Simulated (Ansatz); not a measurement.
input.yaml

```yaml
crystal:
  periodic: [false, false, false]
  atoms:
    - { symbol: Sn, position_ang: [0.118639, -0.232248, -0.05745] }
    - { symbol: O, position_ang: [0.097845, -0.083568, 2.03062] }
    - { symbol: H, position_ang: [-0.742139, 0.055073, 2.486769] }
    - { symbol: Cl, position_ang: [2.149559, 0.315501, -1.016296] }
    - { symbol: Cl, position_ang: [-1.203114, 1.682403, -0.346422] }
    - { symbol: Cl, position_ang: [-1.18603, -1.87115, -1.055054] }
    - { symbol: F, position_ang: [1.090196, -1.830494, 1.102839] }
    - { symbol: H, position_ang: [0.640243, -1.160116, 1.909993] }
basis:
  gaussian: { orbitals: def2-SVP }
hamiltonian:
  xc: pbe0
md:
  timestep: 0.5
  n_steps: 200
  ensemble: nve
  temperature: 100.0
  initial_velocities: maxwell_boltzmann
  seed: 7490
```

Command:

```bash
$ ansatz run input.yaml --threads 4 --pin off --max-ram 5120MiB --backend cpu --events-out ev --progress --plain --runs-dir out
```

Hardware: 4 threads of AMD EPYC 9R45 (Zen 5) (shared host).

Task: Roughly how long does this run take, and how much memory?

Result: 3.3 min, with a peak of 0.35 GiB, for 201 ionic steps.
